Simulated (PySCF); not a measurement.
## UHF on Xe(2+) (xenon, charge +2)

Configuration: [Kr] 4d10 5s2 5p3 6s1, high-spin 5S determinant (an excited configuration). Calculation: PySCF 2.14, in aug-cc-pVDZ-PP with ECP28MDF (5s4p3d, 32 functions); a scalar-relativistic core potential.

| Property | Result |
| --- | --- |
| Total energy | -326.614253 hartree |
| One-electron energy | -547.4234 hartree |
| Hartree (Coulomb) energy | 242.7248 hartree |
| Exchange energy | -21.9157 hartree |
| ⟨S²⟩ | 6.0009 |
| ⟨L²⟩ | 0.000 |
| Sum of ⟨r⟩ | 28.81 bohr |
| Sum of ⟨r²⟩ | 55.34 bohr² |

| shell | electrons | mean orbital energy (eV) | rms radius, mean of both spins (bohr) |
| --- | --- | --- | --- |
| 4s α | 1 | -255.45 | 0.767 |
| 4s β | 1 | -254.34 | 0.767 |
| 4p α | 3 | -193.64 | 0.820 |
| 4p β | 3 | -192.59 | 0.820 |
| 4d α | 5 | -99.078 | 0.931 |
| 4d β | 5 | -98.276 | 0.931 |
| 5s α | 1 | -53.808 | 1.88 |
| 5s β | 1 | -44.682 | 1.88 |
| 5p α | 3 | -36.662 | 2.17 |
| 6s α | 1 | -15.366 | 4.50 |

Energies and moments cover only the electrons outside the core potential. The outer electron is Rydberg-like, and this basis confines it to a smaller radius and binds it less than a complete one would.
